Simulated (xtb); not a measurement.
CHOS, charge +1, singlet, geometry from GFN2-xTB; xtb with GFN0-xTB.

The xtb input:
```
$ xtb mol.xyz --gfn 0 --chrg 1 --grad --json

# file mol.xyz
4

O     -0.34180530     0.10102109    -1.68704513
C     -0.13121664     0.04098022    -0.58326032
S      0.27585043    -0.09473859     0.97470948
H     -0.89186473     0.46176743     1.40057134
```

What the program printed (banner, timings and long lists left out):

```
   ID    Z sym.   atoms
    1    8 O      1
    2    6 C      2
    3   16 S      3
    4    1 H      4

           -------------------------------------------------
          |                Calculation Setup                |
           -------------------------------------------------

           -------------------------------------------------
          |                 G F N 0 - x T B                 |
           -------------------------------------------------

          ...................................................
          :                      SETUP                      :
          :.................................................:
          :  # basis functions                  20          :
          :  # atomic orbitals                  19          :
          :  # shells                            9          :
          :  # electrons                        16          :
          :  electronic temp.          300.0000000     K    :
          :  accuracy                    1.0000000          :
          :  -> integral cutoff          0.2500000E+02      :
          :  -> integral neglect         0.1000000E-07      :
          ...................................................

         :::::::::::::::::::::::::::::::::::::::::::::::::::::
         ::                     SUMMARY                     ::
         :::::::::::::::::::::::::::::::::::::::::::::::::::::
         :: total energy              -7.371413145367 Eh    ::
         :: gradient norm              0.082268694458 Eh/a0 ::
         :: HOMO-LUMO gap              3.801362028608 eV    ::
         ::.................................................::
         :: H0 energy                 -8.912346927773 Eh    ::
         :: repulsion energy           0.097097960214 Eh    ::
         :: electrostat energy         1.456288984991 Eh    ::
         :: -> Gsolv                   0.000000000000 Eh    ::
         ::    -> Gsasa                0.000000000000 Eh    ::
         ::    -> Gshift               0.000000000000 Eh    ::
         :: dispersion energy         -0.000510514628 Eh    ::
         :: short-range corr.         -0.011942648170 Eh    ::
         :: add. restraining           0.000000000000 Eh    ::
         :: total charge               1.000000000000 e     ::
         :::::::::::::::::::::::::::::::::::::::::::::::::::::

           -------------------------------------------------
          |                Property Printout                |
[...]
        10                         -0.2410526              -6.5594
        11                         -0.2020372              -5.4977
        12                         -0.1358579              -3.6969
        13                         -0.0833046              -2.2668
        14                         -0.0366022              -0.9960
        15                          0.0738199               2.0087
        16                          0.0768944               2.0924
        17                          0.3636300               9.8949
        18                          0.6546726              17.8145
        19                          1.0680296              29.0626
      -------------------------------------------------------------
                  HL-Gap            0.1396975 Eh            3.8014 eV
             Fermi-level            0.0000000 Eh            0.0000 eV

     #   Z          covCN         q      C6AA      α(0)
     1   8 O        0.860    -0.023    15.374     5.261
     2   6 C        1.832     0.427    22.461     7.648
     3  16 S        1.901     0.330   126.006    18.926
     4   1 H        0.921     0.267     0.816     1.413

 Mol. C6AA /au·bohr⁶  :        428.743055
 Mol. C8AA /au·bohr⁸  :      15476.001249
 Mol. α(0) /au        :         33.248290

Wiberg/Mayer (AO) data.
largest (>0.10) Wiberg bond orders for each atom

 ---------------------------------------------------------------------------
     #   Z sym  total        # sym  WBO       # sym  WBO       # sym  WBO
 ---------------------------------------------------------------------------
     1   8 O    2.763 --     2 C    2.496     3 S    0.234
     2   6 C    3.834 --     1 O    2.496     3 S    1.319
     3  16 S    2.475 --     2 C    1.319     4 H    0.922     1 O    0.234
     4   1 H    0.974 --     3 S    0.922
 ---------------------------------------------------------------------------

Topologies differ in total number of bonds
Writing topology from bond orders to xtbtopo.mol

 dipole moment from electron density (au)
     X       Y       Z
  -0.5095   0.2164  -0.5876  total (Debye):    2.052

           -------------------------------------------------
          | TOTAL ENERGY               -7.371413145367 Eh   |
          | GRADIENT NORM               0.082268694458 Eh/α |
          | HOMO-LUMO GAP               3.801362028608 eV   |
           -------------------------------------------------

normal termination of xtb
```
